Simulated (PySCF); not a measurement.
Species: C8H8S.
Cartesian coordinates in Å at the PBE0-D3(BJ)/def2-SVP level; atoms count from 1:
```xyz
17
C8H8S angstrom
C      1.974    0.348    0.422
C      1.089    0.277   -0.783
S      1.635    0.516   -2.314
C     -0.300   -0.019   -0.523
C     -1.175   -0.299    0.719
C     -2.080   -1.180   -0.115
C     -2.373    0.295    0.012
C     -1.524    0.560   -1.253
C     -1.236   -0.891   -1.377
H      3.009    0.571    0.138
H      1.939   -0.608    0.973
H      1.605    1.123    1.115
H     -0.949   -0.346    1.785
H     -2.675   -2.042    0.187
H     -3.241    0.804    0.431
H     -1.480    1.353   -2.000
H     -0.917   -1.475   -2.242
```

Level: B3LYP/def2-SVPD in PySCF, non-relativistic, on one gas-phase PBE0-D3(BJ)/def2-SVP geometry that isn't relaxed in the solvent. The solvent is an IEF-PCM continuum (Bondi radii, 1.10 Å for H, scaled by 1.2), and excitations are vertical TDDFT with non-equilibrium linear response and a frozen core. Specific hydrogen bonds and non-electrostatic terms are outside this model.

```csv
run,E − E(gas) (kcal/mol),HOMO (eV),HOMO–LUMO gap (eV),dipole (D),lowest singlet (eV),static polarisability (au)
gas,0.00,-5.88,3.94,3.92,2.63,109.6
P,-2.41,-6.00,4.02,4.75,2.70,129.1
Q,-3.90,-6.09,4.08,5.30,2.76,143.2
```

Q: The runs were made in benzene and chloroform. Which run belongs to which solvent?

A: P = benzene, Q = chloroform. The dielectric constants are 2.271 (benzene), 4.711 (chloroform), and the energy falls further as ε rises. The optical constants n² used for the excitations are 2.25, 2.09 in the same order. In this model the ground state sees the solvent through ε alone.

Q: How constant is the ratio of the lowering to (ε − 1)/(2ε + 1)?

A: 
| solvent | (ε − 1)/(2ε + 1) | E − E(gas) (kcal/mol) | ratio (kcal/mol) | polarisation term (kcal/mol) |
| --- | --- | --- | --- | --- |
| benzene | 0.229 | -2.41 | -10.5 | -2.74 |
| chloroform | 0.356 | -3.90 | -11.0 | -4.78 |

The ratio changes by +4.2 % in size from benzene to chloroform. The polarisation term is half the interaction of the solute with the induced surface charges.

Time: 44 s of wall time; peak memory 1.2 GiB. Hardware: an Intel Xeon at 2.60 GHz with one thread, no GPU, shared host with 128 logical CPUs at a one-minute load of 21. This is the whole response run at B3LYP/def2-SVPD in chloroform, SCF included.
